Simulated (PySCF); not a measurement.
**Excitation energy of Rh(2+) by level of theory**

Rh(2+) [Kr] 4d7 (4F) → Rh(2+) [Kr] 4d6 5s1 (6D), as a difference of total energies. Calculation: PySCF 2.14, in aug-cc-pVDZ-PP with ECP28MDF; a scalar-relativistic core potential. Correlated levels: valence: 4s2 4p6 frozen. The calculations carry no spin-orbit coupling.

```tsv
method	excitation energy (eV)
UHF	4.934
LDA	4.866
PBE	5.025
PBE0	5.212
r2SCAN	4.866
wB97M-V	5.590
M06-2X	5.860
r2SCAN0	5.061
BP86	5.134
MP2 (valence)	5.352
SCS-MP2 (valence)	5.752
```

Task: How much does correlation contribute at MP2 (valence)?

Result: 5.352 − (4.934) = 0.418 eV, measured against UHF.
